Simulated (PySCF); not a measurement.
Isomers of C7H9FNP, mass 157.046 u with the commonest isotopes. Theory: PBE0/pcSseg-1 in PySCF (dipole) on a GFN2-xTB geometry, gas phase. One conformer each, none proved a minimum here; rigid rotors.

Task: Order these by rotational constant A, largest first.
A. `[F:1][CH:2]1[CH2:3][P:4]([n:5]2[cH:6][cH:7][cH:8][cH:9]2)[CH2:10]1` with C3–P4–N5–C6 141°, F1–C2–C3–P4 -130°, C2–C3–P4–N5 108°, C3–P4–C10–C2 -9°, F1–C2–C10–P4 130°
B. `CN(C)c1ccpc(F)c1`
C. `[N:1]#[C:2][CH2:3][CH2:4][P:5]1[CH2:6][CH:7]=[C:8]([F:9])[CH2:10]1` with C2–C3–C4–P5 177°, C3–C4–P5–C6 176°, C4–P5–C6–C7 -83°, P5–C6–C7–C8 -12°, C7–C8–C10–P5 12°, C4–P5–C10–C8 82°
D. `[CH3:1][P:2]([NH2:3])[c:4]1[cH:5][cH:6][cH:7][c:8]([F:9])[cH:10]1` with C1–P2–N3–H -177° and 65°, C1–P2–C4–C5 81°
E. `[CH3:1][c:2]1[cH:3][n:4]([CH:5]2[CH2:6][CH2:7]2)[c:8]([F:9])[p:10]1` with C3–N4–C5–C6 53°

Result: A (2494 MHz), D (2315 MHz), B (2112 MHz), E (2012 MHz), C (1910 MHz).

Task: Order these by rotational constant B, smallest first.
A. `CN(C)c1ccpc(F)c1`
B. `[CH3:1][P:2]([NH2:3])[c:4]1[cH:5][cH:6][cH:7][c:8]([F:9])[cH:10]1` with C1–P2–N3–H -177° and 65°, C1–P2–C4–C5 81°
C. `[CH3:1][c:2]1[cH:3][n:4]([CH:5]2[CH2:6][CH2:7]2)[c:8]([F:9])[p:10]1` with C3–N4–C5–C6 53°
D. `[N:1]#[C:2][CH2:3][CH2:4][P:5]1[CH2:6][CH:7]=[C:8]([F:9])[CH2:10]1` with C2–C3–C4–P5 177°, C3–C4–P5–C6 176°, C4–P5–C6–C7 -83°, P5–C6–C7–C8 -12°, C7–C8–C10–P5 12°, C4–P5–C10–C8 82°

Result: D (604.3 MHz), B (690.9 MHz), A (782.4 MHz), C (893.1 MHz).

Task: Order these by rotational constant C, smallest first.
A. `[F:1][CH:2]1[CH2:3][P:4]([n:5]2[cH:6][cH:7][cH:8][cH:9]2)[CH2:10]1` with C3–P4–N5–C6 141°, F1–C2–C3–P4 -130°, C2–C3–P4–N5 108°, C3–P4–C10–C2 -9°, F1–C2–C10–P4 130°
B. `[N:1]#[C:2][CH2:3][CH2:4][P:5]1[CH2:6][CH:7]=[C:8]([F:9])[CH2:10]1` with C2–C3–C4–P5 177°, C3–C4–P5–C6 176°, C4–P5–C6–C7 -83°, P5–C6–C7–C8 -12°, C7–C8–C10–P5 12°, C4–P5–C10–C8 82°
C. `[CH3:1][P:2]([NH2:3])[c:4]1[cH:5][cH:6][cH:7][c:8]([F:9])[cH:10]1` with C1–P2–N3–H -177° and 65°, C1–P2–C4–C5 81°
D. `CN(C)C1=CC(F)=PC=C1`
E. `[CH3:1][c:2]1[cH:3][n:4]([CH:5]2[CH2:6][CH2:7]2)[c:8]([F:9])[p:10]1` with C3–N4–C5–C6 53°

Result: B (538.6 MHz), D (576.4 MHz), C (595.8 MHz), E (647.1 MHz), A (663.6 MHz).

| SMILES | point group | Ia (u·Å²) | Ib (u·Å²) | Ic (u·Å²) | κ | μa (D) | μb (D) | μc (D) |
| --- | --- | --- | --- | --- | --- | --- | --- | --- |
| CP(N)c1cccc(F)c1 | C1 | 218.32 | 731.46 | 848.28 | -0.89 | 2.12 | 1.38 | 0.10 |
| CN(C)c1ccpc(F)c1 | C1 | 239.33 | 645.90 | 876.84 | -0.73 | 5.64 | 0.42 | 0.01 |
| Cc1cn(C2CC2)c(F)p1 | C1 | 251.13 | 565.88 | 780.99 | -0.64 | 2.52 | 2.94 | 0.35 |
| FC1CP(n2cccc2)C1 | Cs | 202.64 | 649.06 | 761.60 | -0.87 | 1.04 | 1.22 | 0.00 |
| N#CCCP1CC=C(F)C1 | C1 | 264.58 | 836.35 | 938.35 | -0.90 | 2.85 | 2.20 | 1.01 |
